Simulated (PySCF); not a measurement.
From one molecule to another.

First species: C3H6Cl2OSi.
Atom-mapped SMILES: `[O:1]=[CH:2][CH2:3][SiH2:4][CH:5]([Cl:6])[Cl:7]` (hydrogens: H8 on C2; H9, H10 on C3; H11, H12 on Si4; H13 on C5)

Second species: C4H8ClFSi2.
Structure used (GFN2-xTB), in Å, numbered top down from 1:
```
atom  x, y, z in Å
C1    -3.2762   -1.2179    0.4311
C2    -1.9452   -0.7826    0.0833
C3    -0.8301   -0.4355   -0.2189
Si4    0.8568    0.1687   -0.6543
F5     1.0372   -0.1999   -2.2337
Si6    1.3337    2.3950   -0.2778
C7     2.1139   -1.0292    0.1648
Cl8    2.3994   -0.5578    1.8654
H9    -3.9242   -0.3532    0.5728
H10   -3.2498   -1.7977    1.3534
H11   -3.6821   -1.8386   -0.3673
H12    0.5621    2.9018    0.8587
H13    0.9885    3.2100   -1.4467
H14    2.7560    2.6084    0.0063
H15    1.7699   -2.0613    0.1824
H16    3.0825   -1.0013   -0.3311
```

Levels: CAM-B3LYP/def2-SVPD for dipole moment, HOMO energy, LUMO energy, HOMO–LUMO gap, static isotropic polarisability and electronic spatial extent ⟨r²⟩ about the centre of nuclear charge; TDDFT CAM-B3LYP/def2-SVPD for lowest singlet excitation; TDA CAM-B3LYP/def2-SVPD for lowest triplet excitation (Tamm–Dancoff); GFN2-xTB for rotational constant A and rotational constant C. Geometries: GFN2-xTB. All species are isolated and taken at one optimised geometry, non-relativistic unless stated; the electronic structure was computed with PySCF and density fitting.

The conformers computed, where there is a choice (atom-mapped SMILES and torsion angles):
- `[O:1]=[CH:2][CH2:3][SiH2:4][CH:5]([Cl:6])[Cl:7]`: O1–C2–C3–Si4 -1°, C2–C3–Si4–C5 -63°, C3–Si4–C5–Cl6 -54°
- `[CH3:1][C:2]#[C:3][Si@@:4]([F:5])([SiH3:6])[CH2:7][Cl:8]`: C3–Si4–C7–Cl8 -84°

```tsv
property	column X	column Y
dipole moment	3.53 D	2.05 D
HOMO energy	-9.48 eV	-9.09 eV
LUMO energy	-0.05 eV	0.14 eV
HOMO–LUMO gap	9.43 eV	9.23 eV
lowest singlet excitation	4.43 eV	5.62 eV
lowest triplet excitation (Tamm–Dancoff)	3.83 eV	4.91 eV
static isotropic polarisability	90.9 au	115.3 au
electronic spatial extent ⟨r²⟩ about the centre of nuclear charge	1463 bohr²	2109 bohr²
rotational constant A	2.136 GHz	1.125 GHz
rotational constant C	0.808 GHz	0.592 GHz
```

Question: Which column belongs to which species?

Answer: Column X is the first species and column Y the second. The first has 13 atoms and 80 electrons, the second 16 and 86.

Question: How does each property change from the first species to the second?

Answer: dipole moment -1.48 D; HOMO energy +0.39 eV; LUMO energy +0.19 eV; HOMO–LUMO gap -0.20 eV; lowest singlet excitation +1.19 eV; lowest triplet excitation (Tamm–Dancoff) +1.08 eV; static isotropic polarisability +24.4 au; electronic spatial extent ⟨r²⟩ about the centre of nuclear charge +646 bohr²; rotational constant A -1.011 GHz; rotational constant C -0.216 GHz.

On the first: The vertical singlet–triplet gap S1 − T1 is 0.60 eV (TDDFT singlet less Tamm–Dancoff triplet; S1: HOMO−1→LUMO, weight 0.71; T1: HOMO−1→LUMO, weight 0.70). The principal polarisabilities are 80.5, 87.3 and 104.8 au; their mean is the isotropic value.

On the second: No computed singlet falls in the visible range (750 to 380 nm, 1.65 to 3.26 eV); S1 lies 2.36 eV above its blue end.
